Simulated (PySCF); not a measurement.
Cl2Sb, charge +1, multiplicity 1. Atoms are numbered in the order given.

```xyz
3

Sb     0.0000     0.0000     0.5789
Cl     0.0000     1.7250    -0.8683
Cl     0.0000    -1.7250    -0.8683
```
Charge +1, spin multiplicity 1.

Coordinates come from a PBE0-D3(BJ)/def2-TZVP optimisation. The spin state was assumed, not searched. The isomer is the one that the SMILES or the coordinates give; other isomers of the formula were not compared. The def2 effective core potentials stand for the cores of Sb; spin–orbit coupling is left out.

These are HF/def2-TZVPD run with PySCF values and carry that method's errors.

Mulliken values depend strongly on the basis, most of all with diffuse functions as here. ESP charges are fitted to the potential on shells at 1.4 to 2.0 van der Waals radii. Atomic charges (e):

```tsv
atom	Mulliken	ESP fit
Sb1	1.50	___
Cl2	-0.25	___
Cl3	-0.25	___
```

**Question.** Fill in the missing entries. (The exact figures need the calculation; the answer reports its results.)

**Answer.** 
- Sb1, ESP fit: 0.99
- Cl2, ESP fit: 0.00
- Cl3, ESP fit: 0.00
